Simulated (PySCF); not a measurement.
C3H7Al, SMILES C=C[CH2][AlH2]. Atoms are numbered in the order given.

```xyz
11

Al     0.6752     0.4355     0.9029
C     -0.1974    -1.2678     0.2449
C     -0.8991    -0.2564    -0.5513
C     -0.3181     0.5720    -1.4711
H     -0.8334    -1.8901     0.8813
H      0.5687    -1.8441    -0.2915
H     -1.9099     0.0121    -0.2156
H      0.6685     0.3579    -1.8946
H     -0.8739     1.4071    -1.9024
H     -0.0677     1.3600     1.9475
H      2.1578     0.6489     0.4024
```

The structure is a stationary point at B3LYP-D3(BJ)/def2-SVP. The structure was generated by enumeration; whether it is a known compound was not checked. Other conformers were not sampled.

Level of theory: KT2/pcSseg-1 (PySCF).

GIAO shieldings, no solvent; atoms listed in one row are averaged. δ = σ(ref) − σ: ¹³C against TMS (σ = 185.1 ppm); ¹H against TMS (σ = 31.47 ppm), references at their B3LYP-D3(BJ)/def2-TZVP geometries, non-relativistic.

Computed chemical shifts:
| nucleus | atoms | count | δ (ppm) |
|---|---|---|---|
| ¹³C | C3 | 1 | 134.0 |
| ¹³C | C4 | 1 | 97.0 |
| ¹³C | C2 | 1 | 29.6 |
| ¹H | H7 | 1 | 6.29 |
| ¹H | H9 | 1 | 5.19 |
| ¹H | H8 | 1 | 4.90 |
| ¹H | H11 | 1 | 3.71 |
| ¹H | H10 | 1 | 3.49 |
| ¹H | H5 | 1 | 2.61 |
| ¹H | H6 | 1 | 2.35 |
